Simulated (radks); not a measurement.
Question: Radial electron density D(r) = 4 pi r^2 rho(r) of an atom or ion with 41 electrons. Calculated with a radial shooting solver on a logarithmic mesh with Libxc functionals: Dirac Kohn-Sham, exchange-only PBE, spin-unpolarised, spherical densities, finite nucleus; Fermi nuclear charge, rms radius of each element as measured or else 0.836 A^(1/3) + 0.57 fm.

```
   r/bohr * D(r) (the largest magnitude, 121, reaches the edge; | marks zero)
 0.001063 |  *
 0.001198 |  *
 0.001351 |   *
 0.001535 |    *
 0.001731 |     *
 0.001952 |      *
   0.0022 |       *
 0.002501 |         *
  0.00282 |           *
 0.003179 |             *
 0.003585 |               *
 0.004074 |                 *
 0.004593 |                    *
 0.005179 |                       *
 0.005839 |                          *
 0.006637 |                             *
 0.007483 |                                 *
 0.008437 |                                   *
 0.009513 |                                      *
  0.01081 |                                        *
  0.01219 |                                         *
  0.01374 |                                          *
   0.0155 |                                          *
  0.01761 |                                         *
  0.01986 |                                       *
  0.02239 |                                      *
  0.02525 |                                     *
  0.02869 |                                     *
  0.03235 |                                      *
  0.03648 |                                         *
  0.04113 |                                            *
  0.04674 |                                                 *
   0.0527 |                                                    *
  0.05942 |                                                      *
    0.067 |                                                      *
  0.07614 |                                                   *
  0.08585 |                                               *
   0.0968 |                                           *
   0.1091 |                                         *
    0.124 |                                         *
   0.1399 |                                            *
   0.1577 |                                               *
   0.1778 |                                                *
   0.2021 |                                            *
   0.2278 |                                     *
   0.2569 |                            *
   0.2896 |                     *
   0.3292 |                 *
   0.3712 |                *
   0.4185 |                 *
   0.4718 |                 *
   0.5363 |              *
   0.6046 |          *
   0.6817 |     *
   0.7686 |  *
   0.8736 |*
    0.985 *
    1.111 *
    1.252 *
    1.423 *
    1.605 *
```

What is the nuclear charge?

Answer: Z = 68. The innermost maximum, from 1s, lies near gamma/Z bohr with gamma = sqrt(1 - (Z/c)^2) = 0.868, here 0.0128 bohr (found: 0.0141), and its height grows with Z. The density is that of the erbium ion Er27+ in [Kr] 4d5; the configuration itself is not fixed sharply by these data, and Z only to a few units. D(r) has 4 maxima, at r = 0.0141, 0.0623, 0.174, 0.436 bohr, and minima at 0.0271, 0.115, 0.359 bohr, inside which lie 2.01, 11.17, 29.34 electrons.
